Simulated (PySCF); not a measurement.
Ionisation energy of Sn²⁺ by level of theory

Sn²⁺ [Kr] 4d10 5s2 (1S) → Sn³⁺ [Kr] 4d10 5s1 (2S), as a difference of total energies. Computed with PySCF 2.14 in x2c-TZVPPall with one added diffuse shell each of s, p, d, f type (9s7p5d3f, 76 functions), with scalar relativity by spin-free X2C-1e. Correlated levels: valence: [Kr] 4d10 frozen; valence and next inner shell: [Ar] 3d10 frozen. The calculations carry no spin-orbit coupling.

Task: Order these methods by the ionisation energy they give, lowest first.
A. PBE0
B. SCS-MP2 (valence)
C. MP2 (valence)
D. BLYP

Result: C (29.212 eV), B (29.346 eV), A (30.355 eV), D (30.847 eV).

Errors of the correlated levels include the incompleteness of this basis and the frozen core.

For comparison: 30.506 eV (measured; NIST Atomic Spectra Database, ionization energies).
